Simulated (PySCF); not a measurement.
**Correlation energy of Ta²⁺ (tantalum, charge +2)**

[Xe] 4f14 5d2 6s1, high-spin 4F determinant (an excited configuration). Computed with PySCF 2.14 in def2-TZVPPD with the def2 core potential (60 electrons) (6s5p3d2f1g, 59 functions), with a scalar-relativistic core potential. Frozen: 5s2 5p6; 3 electrons correlated.

```
  level  correlation energy (mhartree)
   CCSD                         -14.83
    (T)                          -0.09
CCSD(T)                         -14.92
```

Diagnostics: T1 = 0.0020, D1 = 0.0041, largest double amplitude 0.028.

Question: Is a single reference adequate?

Answer: Yes, within this model without spin-orbit coupling: T1 lies below 0.03 and no double amplitude reaches 0.07.
